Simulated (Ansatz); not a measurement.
Reaction (ligand exchange at the Si–O bond): `[SiH3][O][Zn][O][SiH3]` + `[NH2][Mg][OH]` → `[NH2][Mg][O][SiH3]` + `[OH][Zn][O][SiH3]`

Program: Ansatz. Geometries: PBE0-D4/def2-TZVP. ΔE: electronic, gas phase. CCSD(T)/CBS adds triple-zeta CCSD(T) − MP2 to the extrapolated MP2 energy (def2 sets, frozen cores). DFT in def2-TZVPP. For Mg, Zn outer-core shells are correlated without core-valence functions, which leaves a few kJ/mol of doubt a bond. Scalar relativity is left out up to krypton. One conformer a species, not always the lowest.

`[SiH3][O][Zn][O][SiH3]`:

```xyz
11

Si   -0.554   -2.302   -1.986
O     0.400   -1.056   -1.562
Zn    0.667    0.125   -0.298
O     1.067    1.331    0.906
Si    0.404    2.274    2.053
H    -0.399   -3.448   -1.045
H    -0.183   -2.752   -3.353
H    -1.993   -1.911   -1.986
H    -0.318    1.463    3.074
H     1.481    3.042    2.729
H    -0.574    3.235    1.467
```

`[NH2][Mg][OH]`:

```xyz
6

N    -1.259    0.762   -0.138
Mg    0.362   -0.175    0.047
O     1.921   -0.992    0.237
H    -1.932    0.944    0.591
H    -1.612    1.188   -0.982
H     2.520   -1.727    0.245
```

`[NH2][Mg][O][SiH3]`:

Cartesian coordinates in Å:
```
N -1.719 1.787 1.712
Mg -0.650 0.671 0.646
O 0.372 -0.394 -0.373
Si 1.294 -1.345 -1.288
H -2.509 2.331 1.402
H -1.610 1.953 2.700
H 2.688 -1.429 -0.760
H 0.756 -2.736 -1.349
H 1.379 -0.838 -2.691
```

`[OH][Zn][O][SiH3]`:

```xyz
8

O    -0.865   -1.039    2.962
Zn   -0.250   -0.713    1.344
O     0.347   -0.563   -0.299
Si    0.362    0.426   -1.586
H    -0.709   -0.345    3.605
H     1.050   -0.251   -2.717
H    -1.019    0.787   -2.019
H     1.084    1.698   -1.289
```

```csv
level,ΔE (kJ/mol)
r2SCANh-D4,-18.1
BHLYP-D4,-13.5
r2SCAN0,-17.0
LC-ωPBE,-15.4
```

**Question.** What does CCSD(T)/CBS give? (An estimate is asked.)

**Answer.** Ansatz gave: -18.5 kJ/mol. The listed levels differ from it by 0.4, 5.0, 1.5, 3.1 kJ/mol.

Largest T1 diagnostic among the species: 0.016.

In def2-TZVPP, CCSD(T) changes the Hartree–Fock value by −5.5 kJ/mol (the triples alone add −1.0 kJ/mol) and MP2 by −4.9 kJ/mol. Leaving LDA and LC-ωPBE aside and taking each functional with its dispersion term where it has one, the values, not all of them listed here, spread over 8.4 kJ/mol, from B97M-V to BHLYP-D4.
